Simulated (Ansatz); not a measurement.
Q: Name a neutral molecule of Al, Br, C, N and H with LUMO energy (B3LYP/def2-TZVPP) between -1.70 and -1.40 eV and HOMO energy (B3LYP/def2-TZVPP) between -6.50 and -6.20 eV (Ansatz, PBE0-D4/def2-TZVP geometry).

A: `C[CH]1[NH][Al]1[Br]` (-1.48 eV, -6.42 eV). Other molecules can fit too; these were computed, each in one conformer that needn't be the lowest.

B3LYP here is the variant with VWN-RPA as its local correlation; programs differ in this.
